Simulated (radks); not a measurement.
All-electron atom: Tl LV in [Ar] 3d9 (the NIST ground configuration).

Calculated with a radial shooting solver on a logarithmic mesh with Libxc functionals: non-relativistic Kohn-Sham, LDA (Slater exchange, Perdew-Wang correlation), spin-unpolarised, spherical densities, point nucleus; relativity is left out, which matters for an element this heavy.

Energy parts (hartree):
total: -16612.2228
kinetic: 16609.4513
electron-nucleus: -35738.0809
Hartree: 2744.1785
exchange-correlation: -227.7717

Orbitals (lengths in bohr, moments of r in powers of bohr):
| orbital | occ. | eigenvalue (hartree) | <1/r> |
|---|---|---|---|
| 1s | 2 | -2943.124 | 80.41 |
| 2s | 2 | -587.8628 | 19.01 |
| 2p | 6 | -570.8097 | 19.04 |
| 3s | 2 | -217.5016 | 7.618 |
| 3p | 6 | -209.7834 | 7.575 |
| 3d | 9 | -195.8344 | 7.490 |

The highest occupied level is 3d at -5328.9 eV. For comparison, the ionisation energy in NIST's Atomic Spectra Database is 5371 eV (theoretical). In exact Kohn-Sham theory the highest level is minus the ionisation energy, but local and semilocal functionals leave it too shallow, through self-interaction and a potential that decays too fast; potentials with the right tail come closer. The density falls to 0.001 e/bohr^3 at r = 0.60 bohr.

Beside tabulated values, note that spin-unpolarised runs miss the spin-polarisation part of the exchange energy of open shells.
